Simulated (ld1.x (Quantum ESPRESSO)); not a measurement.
## What the settings do to the TM potential of lithium

Base potential:

- Element: Li
- Generator: ld1.x (Quantum ESPRESSO) 7.5
- Type: norm-conserving Troullier–Martins (Kleinman–Bylander form)
- Functional: BLYP
- Relativity: scalar-relativistic
- Frozen core: none
- Valence charge: 3
- Reference configuration: 1s2 2s0 2p1
- Partial waves: 1s (bound): rc 0.70 bohr; 2p (bound): rc 4.20 bohr
- Local potential: the p channel
- Core correction: none

All-electron outer shells of the reference configuration (BLYP, scalar-relativistic, ld1.x):

```
shell  level (eV)  outermost node (bohr)  outermost maximum (bohr)
   1s      -53.48                      –                      0.36
   2s       -3.26                   0.83                      2.97
   2p       -1.43                      –                      3.67
```

Cutoffs, loose and tight: the cutoffs (Ry, on a coarse ladder) from which the occupation-weighted sum of valence levels, in a spherical-Bessel basis at the reference potential, stays within 10 and 1 mRy of its value at 400 Ry. They do not see the model core or the augmentation charge, which bear on the density cutoff. Test errors are all-electron minus pseudo excitation energies from the reference, over the configurations 1s2 2s1 2p0; 1s2 2s0 2p0; 1s2 2s0.5 2p0; 1s1 2s1 2p0. A dash means not determined; rows that change the core or the reference have their own tests.

| change | outcome | cutoff, loose | cutoff, tight | bound ghosts | largest test error (meV) |
| --- | --- | --- | --- | --- | --- |
| base | generated | 160 Ry | over 300 Ry | none | +380 |
| wave 2p (bound): rc 4.20 bohr becomes 2p (bound): rc 2.66 bohr | generated | 160 Ry | over 300 Ry | none | +517 |
| wave 2p (bound): rc 4.20 bohr becomes 2p (bound): rc 3.38 bohr | generated | 160 Ry | over 300 Ry | none | +529 |
| wave 2p (bound): rc 4.20 bohr becomes 2p (bound): rc 4.54 bohr | generated | 160 Ry | over 300 Ry | none | +284 |
| wave 2p (bound): rc 4.20 bohr becomes 2p (bound): rc 4.94 bohr | generated | 160 Ry | over 300 Ry | none | +251 |
| wave 2p (bound): rc 4.20 bohr becomes 2p (bound): rc 5.66 bohr | generated | 160 Ry | over 300 Ry | none | +242 |

Q: What comes out with this change to the base: wave 2p (bound): rc 4.20 bohr becomes 2p (bound): rc 3.86 bohr?

A: outcome: generated; cutoff, loose: 160 Ry; cutoff, tight: over 300 Ry; bound ghosts: none; largest test error (meV): +455.

Q: What comes out with this change to the base: wave 2p (bound): rc 4.20 bohr becomes 2p (bound): rc 6.38 bohr?

A: outcome: generated; cutoff, loose: 160 Ry; cutoff, tight: over 300 Ry; bound ghosts: none; largest test error (meV): -355.

Reading the sweep of the p radius (base included, trends over the rows without a ghost): The loose cutoff stays near 160 Ry. The median size of the test errors (rows with all tests solved) is not monotonic: lowest 79.4 meV at 2.66 bohr, highest 198.5 meV at 4.54 bohr.
